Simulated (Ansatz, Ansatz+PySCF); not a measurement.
```xyz
6

C     0.0000    0.0000   -1.1748
C     0.0000    0.0000    0.2783
N     0.0000    0.0000    1.4351
H     0.0000   -1.0314   -1.5557
H    -0.8932    0.5157   -1.5557
H     0.8932    0.5157   -1.5557
```

Basis set: def2-SVP (spherical functions). Left uncorrelated: 3 orbitals. Charge 0, multiplicity 1.

Computed with Ansatz (development build ahead of 0.2.0); each method stands on the lowest determinant of its kind that the runs found. Restricted open shells among the atoms or ions are ROHF, correlated in semicanonical orbitals with singles. Restricted functionals stand beside restricted open-shell atoms, which can lie above the unrestricted atoms usual in DFT and then raise those values.

The atomization energy at this shape (free ground-state atoms in the same class of orbitals less the molecule, no zero-point energy) of singlet C₂H₃N:

```csv
method,atomization energy
ωB97X (restricted),621.82 kcal/mol
ωB97X (unrestricted),616.40 kcal/mol
r²SCAN (restricted),620.77 kcal/mol
r²SCAN (unrestricted),615.71 kcal/mol
PBE0 (unrestricted),621.78 kcal/mol
PBE0 (restricted),624.67 kcal/mol
PBE (unrestricted),639.18 kcal/mol
RHF-CCSD(T),587.23 kcal/mol
RHF-MP2,599.29 kcal/mol
UHF-MP2,598.61 kcal/mol
RHF,446.35 kcal/mol
UHF,438.98 kcal/mol
```

Problem. What does PBE (restricted) give?

Solution. 641.41 kcal/mol.
